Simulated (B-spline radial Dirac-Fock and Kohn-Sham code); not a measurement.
# The K (1s) hole of tungsten ions: width and yield against charge

Method: one-electron (LDA, Dirac) transition rates at Dirac-Fock energies. Computed with a radial atomic solver. Tabulated ground configurations, configuration averages; single configurations, so decays that open only by mixing (as 1s 2s² with 1s 2p² in Be-like ions) are missing and such tiny yields are far too low.

```
ion      configuration  radiative (eV)  non-radiative (eV)  yield
  W  [Xe] 4f14 5d4 6s2            37.2                1.57  0.960
 W⁺  [Xe] 4f14 5d4 6s1            37.2                1.57  0.960
W²⁺      [Xe] 4f14 5d4            37.3                1.57  0.960
W³⁺      [Xe] 4f14 5d3            37.3                1.57  0.960
W⁴⁺      [Xe] 4f14 5d2            37.3                1.57  0.960
W⁵⁺      [Xe] 4f14 5d1            37.3                1.57  0.960
W⁶⁺          [Xe] 4f14            37.3                1.57  0.960
W⁷⁺          [Xe] 4f13            37.3                1.57  0.960
```
